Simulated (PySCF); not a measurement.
Gas-phase reaction: 2 GeCl₂ + GeH₃Cl + 2 Cl₂ → 3 GeHCl₃

Energies from PySCF (xtb for GFN2), thermal terms from the rigid-rotor harmonic-oscillator model, ideal gas at 1 bar. † marks an energy on the PBE0/def2-TZVP geometry and frequencies; other levels use their own. All species are closed-shell singlets. Ge: all electrons, no relativistic terms.

M06-2X/def2-TZVP† gives ΔH°(298 K) = -744 kJ.

### Question
What do GFN2-xTB, PBE/def2-TZVP†, HF/def2-TZVP† give?

### Answer
GFN2-xTB: -421 kJ; PBE/def2-TZVP†: -624 kJ; HF/def2-TZVP†: -742 kJ. For scale, ΔH°(298 K) is -744 kJ at this level, -692 kJ at ωB97M-V/def2-TZVP†, and runs from -820 to -421 kJ over the 20 levels computed.
